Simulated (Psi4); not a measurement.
C5H7, doublet, at a GFN2-xTB geometry; Psi4 with CCSD/3-21G.

The Psi4 input:
```
memory 2 GB

molecule {
0 2
C    -0.00592064    0.06255727    0.04919876
C     0.05276925    0.74146840    1.29776337
C    -0.04143606   -0.73565075    1.32173897
C     0.71684363    0.01914460   -1.25871358
C    -0.78709602    0.06699964   -1.21998696
H     0.71989492    1.44391333    1.74538562
H    -0.98300469   -1.19090749    1.60534724
H     0.81949464   -1.32985821    1.61492175
H     1.19255360   -0.91053662   -1.53692256
H     1.25302117    0.90112219   -1.57731201
H    -1.33584518   -0.82610055   -1.48128458
H    -1.27707539    0.98525249   -1.51013864
}

set {
  basis 3-21g
  reference uhf
  scf_type pk
  mp2_type conv
}

energy('ccsd')
print_variables()
```

Q: Write the output that Psi4 gives for this input, abridged.

A: 
```
   => Loading Basis Set <=

    Name: 3-21G
    Role: ORBITAL
    Keyword: BASIS

         ---------------------------------------------------------
                                   SCF
               by Justin Turney, Rob Parrish, Andy Simmonett
                          and Daniel G. A. Smith
                              UHF Reference
         ---------------------------------------------------------

  ==> Geometry <==

    Molecular point group: c1
    Full point group: C1

    Geometry (in Angstrom), charge = 0, multiplicity = 2:

       Center              X                  Y                   Z               Mass
    ------------   -----------------  -----------------  -----------------  -----------------
         C           -0.000164230178     0.048839226009     0.032330714815    12.000000000000
         C            0.058525659822     0.727750356009     1.280895324815    12.000000000000
         C           -0.035679650178    -0.749368793991     1.304870924815    12.000000000000
         C            0.722600039822     0.005426556009    -1.275581625185    12.000000000000
         C           -0.781339610178     0.053281596009    -1.236855005185    12.000000000000
         H            0.725651329822     1.430195286009     1.728517574815     1.007825032230
         H           -0.977248280178    -1.204625533991     1.588479194815     1.007825032230
         H            0.825251049822    -1.343576253991     1.598053704815     1.007825032230
         H            1.198310009822    -0.924254663991    -1.553790605185     1.007825032230
         H            1.258777579822     0.887404146009    -1.594180055185     1.007825032230
         H           -1.330088770178    -0.839818593991    -1.498152625185     1.007825032230
         H           -1.271318980178     0.971534446009    -1.527006685185     1.007825032230

  Running in c1 symmetry.

  Rotational constants: A =      0.38389  B =      0.14482  C =      0.14120 [cm^-1]
  Rotational constants: A =  11508.87972  B =   4341.71719  C =   4233.02353 [MHz]
  Nuclear repulsion =  162.180070317027742

  Charge       = 0
  Multiplicity = 2
  Electrons    = 37
  Nalpha       = 19
  Nbeta        = 18

  ==> Algorithm <==

  SCF Algorithm Type is PK.
  DIIS enabled.
  MOM disabled.
  Fractional occupation disabled.
  Guess Type is SAD.
  Energy threshold   = 1.00e-08
  Density threshold  = 1.00e-08
  Integral threshold = 1.00e-12

  ==> Primary Basis <==

  Basis Set: 3-21G
    Blend: 3-21G
[...]
  @UHF Final Energy:  -192.17579708407575
    Total Energy =                       -192.1757970840757537
[...]
             12   6        -0.0069930469
             16  20         0.0069304937
             12   3         0.0061323680

    Largest TIJAB Amplitudes:
     16  10  12   7        -0.0060996035
     18  16  10   0         0.0053039209
     11  10  12   0        -0.0049823481
     11   9   8   0         0.0048780482
     13  11   9   0        -0.0045429308
     14  11   9   0         0.0045259167
     17  16  13  12         0.0044988456
     16  11   7   0        -0.0044134490
     14  13  10   0         0.0042681784
     16  10   7   0        -0.0041612559

    Largest Tijab Amplitudes:
     16  15   1   0         0.0104697974
     16  15  13   0        -0.0079429262
     17  12   9   0         0.0074576424
     16  15  12   0        -0.0066706228
     14  12   9   0         0.0065295874
     13  11  10   1         0.0057025941
     16  12   7   0         0.0053262348
     17  16   8   0        -0.0051242271
     16  10  12   7        -0.0050452442
     15  12  13   0        -0.0049510082

    Largest TIjAb Amplitudes:
     11  11   0   1         0.0193185870
      8   8   3   4         0.0168526070
     18  16  10   0         0.0168137169
     18  16   1   0         0.0167209734
     13  13   0   1        -0.0158987372
     12  12   3   4         0.0158059758
     11  13   0  10        -0.0157663330
     16  15   0   1        -0.0144747269
     13  13   9  10        -0.0139176268
     13  11   9   1         0.0136517711

    SCF energy       (wfn)                    = -192.175797084075754
    Reference energy (file100)                = -192.175797084075953

    Opposite-spin MP2 correlation energy      =   -0.332374976611891
    Same-spin MP2 correlation energy          =   -0.099413046346232
    Singles MP2 correlation energy            =   -0.000000000000000
    MP2 correlation energy                    =   -0.431788022958124
      * MP2 total energy                      = -192.607585107034083

    Opposite-spin CCSD correlation energy     =   -0.390746927528279
    Same-spin CCSD correlation energy         =   -0.089189105693178
    Singles CCSD correlation energy           =    0.000000000000000
    CCSD correlation energy                   =   -0.479936033221457
      * CCSD total energy                     = -192.655733117297416

  Variable Map:
  ----------------------------------------------------------------------------
[...]
  Array Variable Map:
  ----------------------------------------------------------------------------
[...]
[...]
```
